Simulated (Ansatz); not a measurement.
```yaml
crystal:
  periodic: [false, false, false]
  atoms:
    - {symbol: F, position_ang: [-1.135279, -0.958843, 0.924977]}
    - {symbol: C, position_ang: [-0.355804, 0.092903, 0.701641]}
    - {symbol: F, position_ang: [0.539089, 0.170336, 1.684277]}
    - {symbol: Cl, position_ang: [-1.322217, 1.560276, 0.690262]}
    - {symbol: C, position_ang: [0.403171, -0.089864, -0.648431]}
    - {symbol: F, position_ang: [1.176619, 0.983863, -0.837169]}
    - {symbol: Cl, position_ang: [1.423903, -1.518407, -0.537529]}
    - {symbol: Cl, position_ang: [-0.729472, -0.240265, -1.978027]}
basis:
  gaussian: {orbitals: pcseg-2}
total_charge: 1
magnetization: {spin_polarized: true, initial_magnetization: 1}
hamiltonian: {xc: {name: B3LYP}, dispersion: d3bj}
output: {forces: true}
```

```sh
$ ansatz run in.yaml --threads 2 --pin off --events-out ev --progress --plain --max-ram 32768MiB --backend cpu
```

Shortened log:

```
Functional definition: B3LYP
1604 factors; their error is unknown
mean field evaluation 1: about -47779.6331 eV, gradient 4.9e1 eV
mean field evaluation 2: about -47750.7575 eV, gradient 9.8e1 eV
mean field evaluation 4: about -47787.3577 eV, gradient 7.0e0 eV
mean field evaluation 8: about -47787.5846 eV, gradient 5.9e-1 eV
mean field evaluation 16: about -47787.7415 eV, gradient 1.4e-2 eV
mean field evaluation 32: about -47787.7415 eV, gradient 7.4e-5 eV
mean field -47787.74146737 eV, -1756.1671072313 hartree, gradient 3.6e-6 eV, S^2 0.753874; 7 other end points of the search recorded, 0 dependent functions left out
reference -47787.74172908 eV, -1756.1671168489 hartree; 45, 44 occupied and 207, 208 virtual orbitals, 1604 factors
Total energy: -47788.22760268 eV, -1756.1849723744 hartree
Atom 0 at    -1.135279    -0.958843     0.924977 Å, force    -0.064492     0.016995    -0.131069 eV/Å
Atom 1 at    -0.355804     0.092903     0.701641 Å, force     0.091037    -0.913768     0.662782 eV/Å
Atom 2 at     0.539089     0.170336     1.684277 Å, force     0.057681     0.171574    -0.126422 eV/Å
Atom 3 at    -1.322217     1.560276     0.690262 Å, force    -0.277227     0.461181    -0.318218 eV/Å
Atom 4 at     0.403171    -0.089864    -0.648431 Å, force     0.667375     1.186336     0.703715 eV/Å
Atom 5 at     1.176619     0.983863    -0.837169 Å, force    -0.123561    -0.219050    -0.069781 eV/Å
Atom 6 at     1.423903    -1.518407    -0.537529 Å, force    -0.177653    -0.345843    -0.452513 eV/Å
Atom 7 at    -0.729472    -0.240265    -1.978027 Å, force    -0.173160    -0.357426    -0.268494 eV/Å
Dipole moment:    -0.094686    -0.084158    -0.391737 e Å
```

Run time 57 s (2 threads of an AMD EPYC 7R13 on a shared host); peak host memory 1.3 GiB.
